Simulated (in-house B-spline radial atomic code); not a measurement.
# Removing one electron from the tungsten ion W⁶⁺

Closed shell [Xe] 4f14. Computed with an all-electron radial atomic-structure program (B-spline basis): Koopmans values of Dirac-Hartree-Fock plus a diagonal self-energy, in second order or with its direct term screened (direct RPA, with the hole-particle interaction, or full time-dependent Hartree-Fock), linearised in energy; no-pair Dirac-Coulomb Hamiltonian, finite nucleus. Shifts add to the Koopmans value (the ΔSCF shift is orbital relaxation alone); the final value takes TDHF screening with Breit and QED.

Command:
```bash
python run_mb.py task.json out
```
Settings (nuclear radius in fm, box in bohr, cutoff in hartree):
```
basis_form          2
Z                   74
core_configuration  [Xe] 4f14
rms_radius          5.3658
mass_number         184
speed_of_light      137.036
box_radius          9.762
lmax                7
intervals           61
virtual_cutoff      21904.0
```

Cost of the run: 2.9 min on 1 thread of Arm Neoverse V1 (shared host).

Energies in eV:

```
subshell  Koopmans  ΔSCF shift  second order  direct RPA  hole-particle    TDHF  Breit + QED   final
   5p3/2    121.37      -0.738             ?           ?              ?       ?            ?       ?
   4f7/2    125.19      -6.415        -7.843      -2.758         -3.460  -3.519        0.228  121.90
   4f5/2    127.60      -6.610        -8.173      -2.893         -3.612  -3.676        0.145  124.07
   5p1/2    132.62      -0.924         0.336       0.580          0.373   0.402       -0.226  132.79
```

**Question.** What does the self-energy do to 5p3/2?

**Answer.** It shifts the removal energy by 0.694 eV in second order, 0.675 with direct RPA, 0.579 with the hole-particle term and 0.629 with TDHF screening (quasi-particle weight 0.978); Breit and QED add -0.104 eV. The final value is 121.90 eV.
